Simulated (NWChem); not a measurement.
Species: C2H6AlF; SMILES [CH3][Al]([CH3])[F]

Results from NWChem. Geometry: optimised at PBE0/def2-SVP. Ions are spin-unrestricted doublets at the neutral geometry; other ion states weren't tried.

Task: Estimate the computed values for PBE/def2-SVP. Quantities: vertical ionisation energy, ΔSCF (eV); −ε(HOMO) (eV).

Result: The vertical ionisation energy, ΔSCF (eV) is 9.73 and the −ε(HOMO) (eV) is 6.53.
